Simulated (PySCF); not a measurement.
## Where the electron goes

Species: C5H9OP.
SMILES with atom numbers: `[CH2:1]=[CH:2][P@@H:3](=[O:4])/[CH:5]=[CH:6]\[CH3:7]` (hydrogens: H8, H9 on C1; H10 on C2; H11 on P3; H12 on C5; H13 on C6; H14, H15, H16 on C7)

Cartesian coordinates in Å at the GFN2-xTB level; atoms count from 1:
```xyz
16
C5H9OP angstrom
C      2.676    0.647    0.773
C      1.436    0.720    0.320
P      0.848   -0.607   -0.764
O      1.858   -1.620   -1.070
C     -0.631   -1.312    0.001
C     -1.808   -0.726    0.173
C     -2.145    0.665   -0.230
H      3.300   -0.182    0.477
H      3.110    1.385    1.428
H      0.762    1.522    0.584
H      0.391    0.078   -1.893
H     -0.454   -2.332    0.323
H     -2.613   -1.281    0.642
H     -2.435    1.244    0.647
H     -2.998    0.659   -0.909
H     -1.304    1.149   -0.717
```

Computed, not measured: PySCF, TDDFT wB97X-D/def2-SVPD, vertical, gas phase, core orbitals frozen in the response.

Kohn–Sham orbitals with the atoms that hold most of them (Löwdin shares over 4%, at most four atoms; ? is withheld):

```tsv
orbital	ε (eV)	atoms
HOMO-3	-10.42	C2 29%, C1 26%, O4 11%, C5 8%
HOMO-2	-9.94	O4 22%, C5 20%, C6 17%, C2 10%
HOMO-1	-9.77	?
HOMO	-9.67	O4 45%, P3 14%, C5 13%, C6 10%
LUMO	0.84	?
LUMO+1	1.46	C2 20%, C1 19%, C5 16%, C6 13%
LUMO+2	2.20	C7 25%, C6 12%, H14 10%, H15 10%
```

Question: Give the leading atoms of the HOMO-1.

Answer: O4 (bonded to P) 53%; P3 (bonded to 2 C, O and H) 14%; C2 (bonded to C, P and H) 11%; C5 (bonded to C, P and H) 9%. By element: oxygen 53%, carbon 20% or more, phosphorus 14%.

Question: Which atoms hold the LUMO, and with what shares?

Answer: C6 (bonded to 2 C and H) 20%; C1 (bonded to C and 2 H) 19%; C5 (bonded to C, P and H) 16%; C2 (bonded to C, P and H) 14%.

Question: How does S1 compare with the orbital gap of 10.51 eV?

Answer: S1 is at 6.02 eV (f = 0.010), 4.48 eV below the gap, made of HOMO-1→LUMO (84%). Its leading pair isn't HOMO and LUMO; the energies of that pair differ by 10.61 eV. Without the coupling terms of the response equations the lowest excitation would equal the gap.

Question: Give energy, strength and leading configuration of S1 and S2, and follow the Löwdin shares of the leading atoms from the occupied to the empty orbital.

Answer: 
- S1 (6.02 eV, f 0.010), HOMO-1→LUMO (84%): O4 53% → at most 15%, P3 14% → at most 15%, C6 at most 9% → 20%, C1 at most 9% → 19%
- S2 (6.18 eV, f 0.0057), HOMO→LUMO (75%): O4 45% → at most 15%, P3 14% → at most 15%, C6 10% → 20%, C1 at most 10% → 19%

Löwdin shares depend on the basis, the more so with diffuse functions.

Cost: about 2 min of CPU time on one thread (grids of density and orbitals included); the machine was shared, so the figure is rough.

One conformer stands for the species.
